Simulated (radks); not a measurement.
The numbers below are computed, except where a source is named.
Coulomb parameter of the 5d shell of the platinum ion Pt+ in the model configuration [Xe] 4f14 5d7.5 6s1.5, as a second difference U = [E(n + 0.5) + E(n - 0.5) - 2 E(n)] / (0.5)^2 with all orbitals relaxed. "Bare": the charge of the atom changes with n. "Screened": the 6s shell takes up the change at fixed total charge, which measures U(5d,5d) + U(6s,6s) - 2 U(5d,6s). Level of theory: scalar-relativistic Kohn-Sham, BLYP, spin-unpolarised, spherical densities, point nucleus (a radial shooting solver on a logarithmic mesh with Libxc functionals).

case,configuration,E - E(n) (eV)
start,[Xe] 4f14 5d7.5 6s1.5,0.000
bare +0.5,[Xe] 4f14 5d8 6s1.5,-7.355
bare -0.5,[Xe] 4f14 5d7 6s1.5,10.201
screened +0.5,[Xe] 4f14 5d8 6s1,-1.339
screened -0.5,[Xe] 4f14 5d7 6s2,1.651

U(bare) = 11.382 eV, U(screened by 6s) = 1.246 eV, against the Slater integral F0(5d,5d) = 15.665 eV with frozen orbitals.
